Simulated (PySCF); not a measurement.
**Excitation energy of Hg by level of theory**

Hg [Xe] 4f14 5d10 6s2 (1S) → Hg [Xe] 4f14 5d10 6s1 6d1 (3D), as a difference of total energies. All numbers are calculated (PySCF 2.14, scalar relativity through the core potential, in aug-cc-pwCVTZ-PP with ECP60MDF (8s8p7d4f3g, 122 functions)). Correlated levels: valence: 5s2 5p6 frozen; valence and next inner shell: nothing frozen outside the core potential. The calculations carry no spin-orbit coupling.

| method | excitation energy (eV) |
| --- | --- |
| UHF | 7.915 |
| LDA | 9.588 |
| PBE | 9.074 |
| PBE0 | 8.932 |
| r2SCAN | 9.188 |
| wB97M-V | 9.289 |
| HSE06 | 8.936 |
| wB97X-V | 9.242 |
| MP2 (valence) | 9.704 |
| SCS-MP2 (valence) | 9.681 |
| MP2 (valence and next inner shell) | 9.869 |
| SCS-MP2 (valence and next inner shell) | 9.793 |

Question: How much does correlation contribute at MP2 (valence and next inner shell)?

Answer: 9.869 − (7.915) = 1.954 eV, measured against UHF.

The promoted electron is Rydberg-like, and one or two diffuse shells describe it only roughly, which tends to raise the upper state.

In the upper state the promoted electron has a positive orbital energy at LDA, PBE, r2SCAN, HSE06, so the basis confines it.
